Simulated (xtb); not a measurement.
H₅Si₂ (SMILES [SiH2][SiH3]), doublet, from a rough starting geometry; GFN2-xTB in xtb.

Input for xtb:
```
$ xtb mol.xyz --gfn 2 --uhf 1 --opt vtight --json

# file mol.xyz
7

Si    -0.00816849     0.20532775     1.42296935
Si     0.01919776     0.22981935    -0.94978329
H     -1.21798829    -0.45824198     1.90582225
H      1.21155408    -0.43368786     1.97490675
H      0.04391635    -1.22564127    -1.47236754
H     -1.22158231     0.90634178    -1.41973191
H      1.19038256     0.90405454    -1.46265943
```

Q: What does xtb print? Leave out banner, timings and long lists.

A: 
```
   ID    Z sym.   atoms
    1   14 Si     1, 2
    2    1 H      3-7

           -------------------------------------------------
          |                Calculation Setup                |
           -------------------------------------------------

           -------------------------------------------------
          |                 G F N 2 - x T B                 |
           -------------------------------------------------

          ...................................................
          :                      SETUP                      :
          :.................................................:
          :  # basis functions                  25          :
          :  # atomic orbitals                  23          :
          :  # shells                           11          :
          :  # electrons                        13          :
          :  max. iterations                   250          :
          :  Hamiltonian                  GFN2-xTB          :
          :  restarted?                      false          :
          :  GBSA solvation                  false          :
          :  PC potential                    false          :
          :  electronic temp.          300.0000000     K    :
          :  accuracy                    1.0000000          :
          :  -> integral cutoff          0.2500000E+02      :
          :  -> integral neglect         0.1000000E-07      :
          :  -> SCF convergence          0.1000000E-05 Eh   :
          :  -> wf. convergence          0.1000000E-03 e    :
          :  Broyden damping             0.4000000          :
          :  net charge                          0          :
          :  unpaired electrons                  1          :
          ...................................................

 iter      E             dE          RMSdq      gap      omega  full diag
   1     -5.9116843 -0.591168E+01  0.524E+00    2.91       0.0  T
   2     -5.9715071 -0.598229E-01  0.356E+00    2.38       1.0  T
   3     -5.9745161 -0.300900E-02  0.178E+00    2.66       1.0  T
   4     -5.9750877 -0.571554E-03  0.112E+00    2.54       1.0  T
   5     -5.9757467 -0.658961E-03  0.285E-01    2.60       1.0  T
   6     -5.9757315  0.151701E-04  0.199E-01    2.60       1.0  T
   7     -5.9757599 -0.283910E-04  0.482E-02    2.61       1.0  T
   8     -5.9757609 -0.997044E-06  0.258E-02    2.61       1.5  T
   9     -5.9757619 -0.981123E-06  0.110E-02    2.61       3.4  T
  10     -5.9757620 -0.165583E-06  0.122E-03    2.61      31.0  T
  11     -5.9757620 -0.282792E-09  0.403E-04    2.61      93.7  T
  12     -5.9757620  0.767102E-10  0.261E-04    2.61     144.7  T

   *** convergence criteria satisfied after 12 iterations ***

         :::::::::::::::::::::::::::::::::::::::::::::::::::::
         ::                     SUMMARY                     ::
         :::::::::::::::::::::::::::::::::::::::::::::::::::::
         :: total energy              -5.931252643270 Eh    ::
         :: gradient norm              0.043938259047 Eh/a0 ::
         :: HOMO-LUMO gap              2.610334099917 eV    ::
         ::.................................................::
         :: SCC energy                -5.975760889129 Eh    ::
         :: -> isotropic ES            0.010819322257 Eh    ::
         :: -> anisotropic ES          0.000497999303 Eh    ::
         :: -> anisotropic XC          0.005461574956 Eh    ::
         :: -> dispersion             -0.004015757981 Eh    ::
         :: repulsion energy           0.044508245859 Eh    ::
         :: add. restraining           0.000000000000 Eh    ::
         :: total charge              -0.000000000000 e     ::
         :::::::::::::::::::::::::::::::::::::::::::::::::::::

      -----------------------------------------------------------
     |                   =====================                   |
     |                        A N C O P T                        |
     |                   =====================                   |
     |               Approximate Normal Coordinate               |
     |                Rational Function Optimizer                |
      -----------------------------------------------------------
      -----------------------------------------------------------
     |                   =====================                   |
     |                        A N C O P T                        |
     |                   =====================                   |
     |               Approximate Normal Coordinate               |
     |                Rational Function Optimizer                |
      -----------------------------------------------------------

          ...................................................
          :                      SETUP                      :
          :.................................................:
          :   optimization level         verytight          :
          :   max. optcycles                   200          :
          :   ANC micro-cycles                  20          :
          :   degrees of freedom                15          :
          :.................................................:
          :   RF solver                   davidson          :
          :   write xtbopt.log                true          :
          :   linear?                        false          :
          :   energy convergence         0.1000000E-06 Eh   :
          :   grad. convergence          0.2000000E-03 Eh/α :
          :   maxmium RF displ.          1.0000000          :
          :   Hlow (freq-cutoff)         0.1000000E-01      :
          :   Hmax (freq-cutoff)         5.0000000          :
          :   S6 in model hess.         20.0000000          :
          ...................................................

generating ANC from exact Hessian ...
Using Lindh-Hessian (1995)
 Shifting diagonal of input Hessian by    1.0290996364856680E-002
 Lowest  eigenvalues of input Hessian
[...]
 * total energy  :    -5.9312526 Eh     change       -0.1304272E-09 Eh
 * total energy  :    -5.9318650 Eh     change       -0.6123541E-03 Eh
 * total energy  :    -5.9372787 Eh     change       -0.5413657E-02 Eh
 * total energy  :    -5.9377739 Eh     change       -0.4952782E-03 Eh
 * total energy  :    -5.9378727 Eh     change       -0.9872170E-04 Eh
 * total energy  :    -5.9379991 Eh     change       -0.1264434E-03 Eh
 * total energy  :    -5.9380209 Eh     change       -0.2175334E-04 Eh
 * total energy  :    -5.9380280 Eh     change       -0.7131329E-05 Eh
 * total energy  :    -5.9380304 Eh     change       -0.2462250E-05 Eh
 * total energy  :    -5.9380307 Eh     change       -0.2120572E-06 Eh
 * total energy  :    -5.9380307 Eh     change       -0.3966535E-07 Eh
   *** GEOMETRY OPTIMIZATION CONVERGED AFTER 11 ITERATIONS ***
[...]
          :  -> wf. convergence          0.1000000E-03 e    :
          :  Broyden damping             0.4000000          :
          :  net charge                          0          :
          :  unpaired electrons                  1          :
          ...................................................

 iter      E             dE          RMSdq      gap      omega  full diag
   1     -5.9924798 -0.599248E+01  0.157E-04    2.30       0.0  T
   2     -5.9924798 -0.611511E-11  0.103E-04    2.30     365.5  T
   3     -5.9924798 -0.691891E-12  0.640E-05    2.30     590.8  T

   *** convergence criteria satisfied after 3 iterations ***

         :::::::::::::::::::::::::::::::::::::::::::::::::::::
         ::                     SUMMARY                     ::
         :::::::::::::::::::::::::::::::::::::::::::::::::::::
         :: total energy              -5.938030696402 Eh    ::
         :: gradient norm              0.000081413228 Eh/a0 ::
         :: HOMO-LUMO gap              2.298305880254 eV    ::
         ::.................................................::
         :: SCC energy                -5.992478752157 Eh    ::
         :: -> isotropic ES            0.011547389207 Eh    ::
         :: -> anisotropic ES          0.000663231147 Eh    ::
         :: -> anisotropic XC          0.004181122682 Eh    ::
         :: -> dispersion             -0.003962986748 Eh    ::
         :: repulsion energy           0.054448055755 Eh    ::
         :: add. restraining           0.000000000000 Eh    ::
         :: total charge              -0.000000000000 e     ::
         :::::::::::::::::::::::::::::::::::::::::::::::::::::

           -------------------------------------------------
          |                Property Printout                |
           -------------------------------------------------

    * Orbital Energies and Occupations

         #    Occupation            Energy/Eh            Energy/eV
      -------------------------------------------------------------
         1        2.0000           -0.7338033             -19.9678
         2        2.0000           -0.6178275             -16.8119
         3        2.0000           -0.4243634             -11.5475
         4        2.0000           -0.4196446             -11.4191
         5        2.0000           -0.4168297             -11.3425
         6        2.0000           -0.3755984             -10.2206
         7        1.0000           -0.2806321              -7.6364 (HOMO)
         8                         -0.1961709              -5.3381 (LUMO)
         9                         -0.1789583              -4.8697
        10                         -0.1723540              -4.6900
        11                         -0.1428974              -3.8884
        12                         -0.1388635              -3.7787
        13                         -0.0892273              -2.4280
        14                         -0.0793129              -2.1582
        15                         -0.0779403              -2.1209
        16                         -0.0157072              -0.4274
        17                         -0.0071166              -0.1937
        18                          0.4242820              11.5453
       ...                                ...                  ...
        23                          0.8632383              23.4899
      -------------------------------------------------------------
                  HL-Gap            0.0844612 Eh            2.2983 eV
             Fermi-level           -0.2832584 Eh           -7.7079 eV

     #   Z          covCN         q      C6AA      α(0)
     1  14 Si       2.790     0.256   185.498    29.902
     2  14 Si       3.704     0.346   101.024    19.249
     3   1 H        0.918    -0.099     5.529     3.678
     4   1 H        0.918    -0.099     5.527     3.677
     5   1 H        0.916    -0.123     6.427     3.965
     6   1 H        0.917    -0.141     7.234     4.207
     7   1 H        0.917    -0.141     7.236     4.207

 Mol. C6AA /au·bohr⁶  :       1295.788409
 Mol. C8AA /au·bohr⁸  :      58887.640432
 Mol. α(0) /au        :         68.884159

Wiberg/Mayer (AO) data.
largest (>0.10) Wiberg bond orders for each atom

 ---------------------------------------------------------------------------
     #   Z sym  total        # sym  WBO       # sym  WBO       # sym  WBO
 ---------------------------------------------------------------------------
     1  14 Si   2.952 --     2 Si   1.056     3 H    0.899     4 H    0.899
     2  14 Si   3.836 --     1 Si   1.056     7 H    0.892     6 H    0.892
                             5 H    0.892
     3   1 H    0.990 --     1 Si   0.899
     4   1 H    0.990 --     1 Si   0.899
     5   1 H    0.985 --     2 Si   0.892
     6   1 H    0.980 --     2 Si   0.892
     7   1 H    0.980 --     2 Si   0.892
 ---------------------------------------------------------------------------

Topologies differ in total number of bonds
Writing topology from bond orders to xtbtopo.mol

molecular dipole:
                 x           y           z       tot (Debye)
 q only:       -0.003       0.090       0.389
   full:        0.002      -0.104       0.023       0.271
molecular quadrupole (traceless):
                xx          xy          yy          xz          yz          zz
 q only:        0.089      -0.025       1.587      -0.002       1.368      -1.676
  q+dip:        0.919      -0.006       1.009       0.013       0.401      -1.928
   full:        1.317      -0.009       1.658       0.022       0.351      -2.975

optimized geometry written to: xtbopt.xyz

           -------------------------------------------------
          | TOTAL ENERGY               -5.938030696402 Eh   |
          | GRADIENT NORM               0.000081413228 Eh/α |
          | HOMO-LUMO GAP               2.298305880254 eV   |
           -------------------------------------------------

normal termination of xtb
```
